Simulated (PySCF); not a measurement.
## Calculated NMR data

No relativistic terms, isolated molecule, averaged over atoms made equivalent by symmetry, fast rotation or ring inversion, single conformer. σ from GIAO-PBE0/pcSseg-1; spin–spin couplings from B3LYP/pcJ-1 (spin–dipole term left out of most H,H and C,H couplings); PBE0-D3(BJ)/def2-SVP structure; PySCF 2.14.

Shifts are taken against calculated references (same method and geometry level): ¹H and ¹³C vs TMS. Multiplet labels drop J under 1 Hz and among equivalent protons, and merge close values. Unscaled 3J(H,H) run several per cent high. One-bond C–F couplings are unscaled and too large by tens of Hz. Shifts are as computed. Against solution values, carbons near 30 ppm lie about +2 ppm off and those near 130 ppm about +5 ppm. Of 1211 compounds with measured shifts, 218 miss one by over three times the rms of a fit or turn the order of signals round; such compounds aren't used in these exercises.

**1.** SMILES C=C1CC/C1=C/C, C7H10. ¹H NMR (500 MHz, computed): δ 5.53 (m, 1H), 5.41 (m, 1H), 5.19 (m, 1H), 2.51 (m, 2H), 2.51 (m, 2H), 1.91 (m, 3H). ¹³C{¹H} NMR (computed): δ 156.8 (C), 146.2 (C), 130.1 (CH), 114.5 (CH2), 28.9 (CH2), 28.3 (CH2), 17.4 (CH3).

**2.** SMILES COc1cccc(F)c1, C7H7FO. ¹H NMR (500 MHz, computed): δ 7.31 (td, J = 9.2, 6.1 Hz, 1H), 6.82 (dd, J = 9.3, 2.3 Hz, 1H), 6.69 (ddd, J = 9.1, 8.6, 2.1 Hz, 1H), 6.32 (dt, J = 11.6, 2.2 Hz, 1H), 3.65 (s, 3H). ¹³C{¹H} NMR (computed): δ 171.7 (d, J = 313.2 Hz), 166.1 (d, J = 6.2 Hz), 135.8 (d, J = 7.3 Hz), 117.3, 110.9 (d, J = 18.8 Hz), 100.3 (d, J = 23.5 Hz), 54.0.
